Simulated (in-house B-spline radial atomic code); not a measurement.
**Ionising Ce⁺ with different functionals**

Computed with an all-electron radial atomic-structure program (B-spline basis): scalar-relativistic (spin-free X2C) Hamiltonian, Fermi nucleus of rms radius 4.8771 fm, spin-polarised at highest spin, spherical fractional occupations for the functionals, the average over the highest-spin determinants for Hartree-Fock. The ionisation energy is the difference of two self-consistent energies, [Xe] 4f1 5d2 → [Xe] 4f2, without Breit or QED terms; ε is the level of the shell that loses the electron (its least bound occupied spin orbital). The two configurations differ by more than the removed electron. There is no spin-orbit coupling in this Hamiltonian.

Hybrids are left out here: with spherical fractional occupations of an open shell their exact exchange keeps a self-interaction that integer-occupation calculations don't have.

| method | rung | ΔSCF (eV) | -ε(5d) (eV) |
| --- | --- | --- | --- |
| Hartree-Fock | Hartree-Fock | 11.07 | 10.66 |
| LDA VWN5 | LDA | 9.77 | 7.82 |
| LDA PW92 | LDA | ? | ? |
| LDA exchange-only | LDA | 9.34 | 7.05 |
| PBE | GGA | 9.81 | 7.69 |
| PBEsol | GGA | 9.73 | 7.70 |
| BLYP | GGA | 9.69 | 7.50 |
| RPBE | GGA | 9.77 | 7.63 |
| PW91 | GGA | 9.82 | 7.74 |
| BP86 | GGA | 9.83 | 7.79 |
| AM05 | GGA | 9.61 | 7.66 |
| OLYP | GGA | ? | ? |
| TPSS | meta-GGA | 9.77 | 7.53 |
| SCAN | meta-GGA | 9.78 | 7.62 |
| r2SCAN | meta-GGA | 9.75 | 7.59 |
| revTPSS | meta-GGA | 9.70 | 7.51 |

**Question.** What does LDA PW92 give?

**Answer.** ΔSCF 9.77 eV, and -ε(5d) = 7.82 eV.

**Question.** What does OLYP give?

**Answer.** ΔSCF 9.23 eV, and -ε(5d) = 7.45 eV.

**Question.** How do they compare with the NIST value?

**Answer.** NIST lists 10.96 eV ± 0.02 (semi-empirical, ground level to ground level). Errors run from -1.72 to +0.11 eV. The correlated functionals all miss on the same side by more than they spread, so the cause is common to them (spin-orbit coupling, Breit-QED terms, multiplet and fine-structure energies, or a listed next ion that isn't the cheapest removal here) and closeness doesn't rank the functionals. Hartree-Fock also lacks correlation.
